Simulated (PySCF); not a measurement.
Species: C₃H₆NSi₂ (doublet state).
Cartesian coordinates in Å at the GFN2-xTB level; atoms count from 1:
```
atom  x, y, z in Å
N1     1.2019    3.3448   -0.3170
C2     0.8096    2.2521   -0.2164
C3     0.3549    0.9886   -0.0993
Si4   -1.3920    0.2815    0.1424
C5    -0.5121   -1.4272    0.1382
Si6    1.2449   -0.6900   -0.1120
H7    -2.0161    0.6745    1.4061
H8    -2.2916    0.5364   -0.9833
H9    -0.8333   -2.0924   -0.6595
H10   -0.6298   -1.9899    1.0611
H11    1.8871   -1.0092   -1.3877
H12    2.1778   -0.8698    1.0012
```

Identity: `N#C[C]1[SiH2]C[SiH2]1` [radical].

Computed with UKS B3LYP, pcH-1 on C H N Si, non-relativistic, mean-field spin-orbit, GIAO (PySCF 2.14.0). Geometry: GFN2-xTB; no solvent, vibrations or thermal averaging. The geometry wasn't refined by DFT: couplings that depend on bond lengths, twists or pyramidal angles can differ widely from those at the functional's own minimum. No stability test was run, so a lower SCF solution isn't excluded.

Principal values of hyperfine tensors in MHz (contact, dipolar and spin–orbit terms together), for some of the nuclei:

```csv
atom,isotope,A1,A2,A3,alike by the symmetry of this geometry
C3,13C,4.32,6.32,177.21,none
H11,1H,40.83,41.78,46.92,"H7, H8, H12"
Si6,29Si,31.23,33.34,36.93,Si4
N1,14N,-9.82,-5.71,43.76,none
C5,13C,-3.56,-3.14,-1.53,none
H9,1H,0.99,1.04,5.26,H10
```

(1) Split each tensor into its isotropic and traceless parts, and turn a_iso into mT with g = 2.0036.

(2) What spin density at the nucleus of C5 lies behind its contact coupling (g_N = 1.40482)?

(3) C2 (13C, g_N = 1.40482) isn't in the table. Its spin density at the nucleus is -0.04569 bohr⁻³. What is its contact coupling?

(4) Which nucleus of the table has the largest anisotropic coupling, and what is its form?

(5) In a single crystal, with the field along each principal axis of the tensor of Si6 in turn, what first-order splitting does this nucleus give (isotropic g, quadrupole terms neglected)?

Results:

(1) a_iso = (A1 + A2 + A3)/3, Ti = Ai − a_iso; 1 mT corresponds to 28.042 MHz. The tensors hold a spin–orbit part: the run splits a_iso into a_FC + a_SO, and T includes its anisotropic share.

```
atom  a_iso (MHz)   a_FC   a_SO  a_iso (mT)      T1      T2      T3
  C3        62.62  62.66  -0.04       2.233  -58.30  -56.30  114.59
 H11        43.18  43.18   0.00       1.540   -2.35   -1.40    3.75
 Si6        33.83  33.89  -0.06       1.206   -2.60   -0.49    3.09
  N1         9.41   9.39   0.01       0.335  -19.23  -15.12   34.35
  C5        -2.74  -2.74   0.00      -0.098   -0.81   -0.39    1.21
  H9         2.43   2.43   0.00       0.087   -1.44   -1.39    2.83
```

(2) a_FC = 800.24 MHz bohr³ × g_N × ρ(0)/(2S). With a_FC = -2.74 MHz and 2S = 1, ρ(0) = -0.002438 bohr⁻³.

(3) By the same relation, a_FC = -51.4 MHz. Its full tensor has the principal values -71.98, -52.75, -29.28 MHz.

(4) C3: -58.3, -56.3, 114.6 MHz (the dipolar term alone has -58.4, -56.1, 114.6), axial, in the ratio −1:−1:+2, the form that spin in one p orbital centred on that nucleus gives.

(5) 2 lines (I = 1/2), spaced by |A_i|/(g × 13.996): 1.11, 1.19, 1.32 mT along the axes of A1, A2 and A3.

On Arm Neoverse V1, one thread, shared host, this took 49 s of wall time (grids of density and orbitals included) and 0.79 GiB of memory at its peak.
